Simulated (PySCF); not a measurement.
MoF6, SMILES [F][Mo]([F])([F])([F])([F])[F], multiplicity 1.

Geometry: B3LYP-D3(BJ)/def2-SVP. The spin state was assumed, not searched. The isomer is the one that the SMILES or the coordinates give; other isomers of the formula were not compared. The def2 effective core potentials stand for the cores of Mo; spin–orbit coupling is left out.

The numbers are results of PBE0/def2-TZVP run with PySCF, not measurements.

Isolated molecule, no solvent.

* **total energy**: -667.15923 hartree
* **point group**: Oh
* **highest occupied level**: -12.81 eV
* **lowest empty level**: -5.85 eV
* **orbital gap**: 6.97 eV
* **dipole moment**: 0.00 D
* **quadrupole, principal values (traceless, Buckingham form, about the centre of nuclear charge)**: 0.00, 0.00, 0.00 D·Å
* **mean static polarisability**: 45.3 bohr³ (6.71 Å³)
* **polarisability, principal values**: 45.3, 45.3, 45.3 bohr³
